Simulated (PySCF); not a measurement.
C2H5BrSn, SMILES C=[CH][SnH2][Br].

Coordinates come from a r2SCAN-D4/def2-SVP optimisation. The structure was generated by enumeration; whether it is a known compound was not checked. The def2 effective core potentials stand for the cores of Sn; spin–orbit coupling is left out. Other conformers were not sampled.

Computed with ωB97X/def2-TZVP (PySCF).

Gas-phase values at a fixed geometry.

**Question.** Estimate the frontier levels, gap, dipole moment and polarisability. (The exact figures need the calculation; the answer reports its results.)

**Answer.** 
* **highest occupied level**: -10.24 eV
* **lowest empty level**: 0.77 eV
* **orbital gap**: 11.01 eV
* **dipole moment**: 0.626 e·Å
* **quadrupole, principal values (traceless, Buckingham form, about the centre of nuclear charge)**: -4.35, 0.98, 3.37 D·Å
* **mean static polarisability**: 82.9 bohr³ (12.28 Å³)
* **polarisability, principal values**: 69.2, 74.2, 105.3 bohr³
